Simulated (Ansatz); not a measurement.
Basis-set extrapolation for `NC1([SiH3])CO1` (PBE0-D4/def2-TZVP geometry, frozen core, the Gaussian-basis code of Ansatz). Multiplicity 1, RHF reference.

|  | def2-TZVPP | def2-QZVPP |
| --- | --- | --- |
| HF | -498.093600 | -498.112417 |
| MP2 correlation | -0.908205 | -0.972581 |
| CCSD(T) correlation | -0.985810 | not run |

Energies in hartree. Use E(X) = E(∞) + A·exp(−7.88·√X) for Hartree–Fock and E(X) = E(∞) + B·X^(−2.97) for correlation, with X = 3 and 4, and add CCSD(T) minus MP2 of the smaller set to the MP2 limit.

**Question.** What is the CCSD(T) energy at the basis-set limit?

**Answer.** HF limit: -498.112417 + (-0.018817) × 0.13774 = -498.11501. MP2 limit: -0.972581 + (-0.064376) × 0.74074 = -1.02027. Higher-order term: -0.985810 − (-0.908205) = -0.07760. Total: -499.21288 hartree, 83.8 kcal/mol below CCSD(T)/def2-TZVPP.
